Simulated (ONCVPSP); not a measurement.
**Mo (Z = 42): ONCV pseudisation with PBEsol, scalar-relativistic reference atom.**

```json
{
  "Element": "molybdenum",
  "Generator": "ONCVPSP 4.0.1",
  "Type": "optimised norm-conserving Vanderbilt (ONCV)",
  "Functional": "PBEsol",
  "Relativity": "scalar-relativistic",
  "Frozen core": "[Kr]",
  "Valence charge": "6",
  "Reference configuration": "4d5 5s0.75 5p0.25",
  "Partial waves": "5s: rc 2.95 bohr, ncon 4, nbas 7, qcut 2.1 1/bohr, 3 projectors, debl 0.8 Ha; 5p: rc 3.35 bohr, ncon 4, nbas 8, qcut 2.2 1/bohr, 2 projectors, debl 0.7 Ha; 4d: rc 2.35 bohr, ncon 4, nbas 9, qcut 5.5 1/bohr, 1 projector",
  "Local potential": "polynomial inside 1.95 bohr (lpopt 5, dvloc0 0 Ha)",
  "Core correction": "none"
}
```

Problem. Estimate the cutoffs (Ha) at which the residual kinetic energy of the hardest occupied pseudo-wave falls to 1 and 0.1 mHa per electron.

Solution. 13 Ha and 14 Ha.

Problem. What does a ghost test show?

Solution. No bound ghost flagged; GHOST(+) flagged for p at 34.4 eV, s at 37.3 eV.

Problem. Which valence shell sets the plane-wave cutoff?

Solution. 4d: 13 Ha for 1 mHa per electron, against 3 Ha for 5s.

Its largest configuration-test error is -33 meV (4d4 5s1 5p1). 1 of 4 tests not solved or not reliable.
